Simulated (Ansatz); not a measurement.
Reaction (formal hydrolysis of the Si–Si bond): `[AlH2][O][SiH2][SiH3]` + H₂O → `O[SiH2][O][AlH2]` + SiH₄

Isolated molecules relaxed with PBE0-D4/def2-TZVP in Ansatz; ΔE leaves out vibrations. CBS: MP2 limit from def2 TZ/QZ plus the TZ coupled-cluster correction, frozen cores. This one scheme is used for every species. Functionals use def2-TZVPP. HSE06 is defined as in plane-wave codes. One conformer a species, not always the lowest.

| level | ΔE (kJ/mol) |
| --- | --- |
| BLYP-D4 | -113.2 |
| r2SCAN-D4 | -116.1 |
| B2PLYP | -126.3 |
| r2SCAN | -117.2 |
| PBE0 | -105.9 |
| HSE06 | -105.7 |
| HF/CBS(def2) | -143.6 |
| MP2/CBS(def2) | -123.9 |

Question: What does CCSD(T)/CBS give? (An estimate is asked.)

Answer: Ansatz gave: -117.0 kJ/mol. The listed levels differ from it by 3.8, 0.9, -9.3, -0.2, 11.1, 11.3, -26.6, -6.9 kJ/mol.

Largest T1 diagnostic among the species: 0.013.

From PBE to PBE0 (25 % exact exchange), in def2-TZVPP and without D4, ΔE moves by −5.7 kJ/mol. Leaving LDA and LC-ωPBE aside and taking each functional with its dispersion term where it has one, the values, not all of them listed here, spread over 30.4 kJ/mol, from B2PLYP to revPBE-D4. LDA lies −4.8 kJ/mol from PBE without D4.

CCSD(T)/CBS has its own doubt, a few kJ/mol and more with outer-core shells, so smaller differences from it don't rank the levels.
